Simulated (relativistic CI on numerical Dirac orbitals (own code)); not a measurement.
# Nd²⁺ (4f4) in a crystal field

Calculated by Dirac-Coulomb-Breit CI, separate exchange-only KLI orbitals for each configuration, model QED, one configuration in a parametric crystal field, unscaled Slater integrals (own radial code). With so little scaling, terms lie 10 to 35 % too far apart, which can change the order of excited levels.

Field parameters in Wybourne normalisation. The field is a parameter set, without covalency.

S is read from ⟨S²⟩ = S(S + 1).

Levels (cm⁻¹, degeneracy): 0 (1), 47 (1), 72 (1), 86 (1), 101 (1), 142 (1), 197 (1), 197 (1), 211 (1), 1170 (1), 1181 (1), 1186 (1).

Problem. Which field gives this pattern?
A. C2v, B20 = 170, B22 = 130, B40 = 580, B42 = -210, B44 = -290, B60 = 380, B62 = 230, B64 = -130, B66 = 410 cm⁻¹
B. C2v, B20 = -80, B22 = 80, B40 = -570, B42 = 240, B44 = 290, B60 = -280, B62 = 230, B64 = -50, B66 = 180 cm⁻¹
C. C2v, B20 = 280, B22 = 60, B40 = -560, B42 = 280, B44 = -240, B60 = 180, B62 = -30, B64 = -340, B66 = 90 cm⁻¹

Solution. A. C2v, B20 = 170, B22 = 130, B40 = 580, B42 = -210, B44 = -290, B60 = 380, B62 = 230, B64 = -130, B66 = 410 cm⁻¹, ground level with S = 1.99.
